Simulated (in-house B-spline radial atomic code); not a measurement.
Correlation energy from the adiabatic connection: −Z/r, Z = 0.729, wall at 5.42 bohr

Two electrons in a singlet, external potential −Z/r, Z = 0.729, wall at 5.42 bohr (atomic units). Full CI in B-splines (partial waves to l = 8, correlation up to 0.6 % small) with the density held fixed gives W(λ) = <V_ee>_λ − U, and E_c is the integral of W(λ) − W(0) from 0 to 1.

```csv
λ,W(λ) − W(0) (hartree)
0,0.00000
0.02,-0.00188
0.05,-0.00462
0.12,-0.01064
0.25,-0.02061
0.4,-0.03051
0.6,-0.04158
0.8,-0.05079
1,-0.05856
```

**Question.** Integrate the table by the trapezoid rule.

**Answer.** The strips give -0.00002, -0.00010, -0.00053, -0.00203, -0.00383, -0.00721, -0.00924, -0.01093, which sum to -0.03390 hartree. The direct value, W(1) − W(0) + T_c with T_c = 0.02454, is -0.03402; the curve is convex, so chords lie above it and the trapezoids fall short in size by 0.36 %.

**Question.** Now use only three numbers: W(0) = -0.40259, the initial slope W'(0) = -0.09511 (extrapolated from the first points) and the strong-coupling limit of the point-charge-plus-continuum model, W∞ = -0.47998. What do second-order theory and the interpolation W(λ) = W∞ + (W(0) − W∞)/√(1 + 2χλ) of Seidl, Perdew and Levy give?

**Answer.** Second order keeps the slope alone: E_c = W'(0)/2 = -0.04756, +40 % in size against -0.03402. Matching the slope fixes χ = W'(0)/(W∞ − W(0)) = -0.09511/(-0.07739) = 1.22897. Integrating, with s = √(1 + 2χ) = 1.859554, E_c = −(W(0) − W∞)(s − 1)/(s + 1) = −0.07739 × 0.859554/2.859554 = -0.02326 hartree, -31.6 % in size against the full result. At λ = 1 the formula gives W − W(0) = -0.03577 against -0.05856. Part of the miss can come from the model's W∞, which here lies above the computed W at λ = 10, -0.53634.
